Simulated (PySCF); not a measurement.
**Bi⁺ (bismuth, charge +1) across methods**

[Xe] 4f14 5d10 6s2 6p2, high-spin 3P determinant. All numbers are calculated (PySCF 2.14, a scalar-relativistic core potential, in aug-cc-pVQZ-PP with ECP60MDF (7s7p5d3f2g, 92 functions)).

```csv
method,E (hartree),mean ε 6s α (eV),mean ε 6s β (eV),mean ε 6p α (eV),Σ⟨r²⟩ (bohr²),⟨S²⟩
r2SCAN,-214.3963,-23.056,-21.375,-12.371,53.03,2.004
PBE0,-214.3010,-24.119,-22.258,-13.085,53.17,2.002
CAM-B3LYP,-214.2706,-25.640,-23.789,-14.264,53.28,2.002
UHF,-213.29296,-27.943,-23.919,-15.671,53.72,2.008
LDA,-214.0037,-22.793,-21.771,-12.109,53.27,2.001
B3LYP,-214.3709,-23.732,-22.257,-12.780,53.33,2.001
PBE,-214.3231,-22.504,-21.298,-12.003,53.30,2.001
wB97M-V,-214.2346,-26.597,-24.489,-15.170,53.30,2.003
LC-wPBE,-214.3326,-27.349,-24.902,-15.688,52.92,2.005
```

Energies and moments cover only the electrons outside the core potential. Spin-orbit coupling is strong in this species (close to jj coupling), so the high-spin LS determinant is a model state, not a physical level.
